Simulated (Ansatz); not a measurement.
Molecule: C₃H, net charge 1, singlet state. It need not be the lowest isomer of its formula. 
Geometry from a B3LYP-D3(BJ)/def2-TZVP (Ansatz, a program for electronic structure) optimisation:
```xyz
4

H      0.0000     0.0000    -2.2223
C      0.0000     0.0000    -1.1414
C      0.0000     0.0000     0.0871
C      0.0000     0.0000     1.4247
```
Charge +1, spin multiplicity 1.

Q: Give the harmonic wavenumbers at B3LYP-D3(BJ)/def2-TZVP (Ansatz, finite differences of forces, unscaled).

A: 166, 166, 839, 839, 1206, 2181, 3307 cm⁻¹. Zero-point energy 12.4 kcal/mol.

Q: From these and the geometry, give the ideal-gas thermochemistry at 298.15 K and 1 atm (rigid rotor, harmonic oscillator).

A: Point group C∞v, rotational symmetry number 1. Rotational constants 11.24, 11.24 GHz. S(trans) 36.76, S(rot) 14.54, S(vib) 5.36, S(elec, spin only) 0.00, S 56.7 cal/(mol K). H(298) - H(0) 2.94 kcal/mol; G - E(el) -1.5 kcal/mol.
